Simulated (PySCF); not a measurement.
A structure optimised at r2SCAN-D4/def2-SVP, used in a PySCF frequency run:

```
C
C 1 1.3427
H 2 1.1004 1 118.34
H 1 1.1005 2 118.31 3 179.70
C 2 1.4945 3 116.51 1 -179.92
H 5 1.1009 2 111.61 3 179.77
H 5 1.1042 6 108.06 2 122.81
H 5 1.1043 6 107.99 7 114.48
C 1 1.4972 4 116.16 2 177.82
H 9 1.1041 1 111.04 4 167.24
H 9 1.1056 10 106.97 1 121.40
Si 9 1.8969 10 108.14 11 115.60
H 12 1.4938 9 110.04 10 58.17
H 12 1.4952 13 108.62 9 -120.48
H 12 1.4965 13 108.90 14 -117.99
```

Q: Write its SMILES and formula.

A: C/C=C/C[SiH3], C₄H₁₀Si

Q: What are its rotational constants (standard atomic weights)?

A: 11.334, 1.4884, 1.4217 GHz
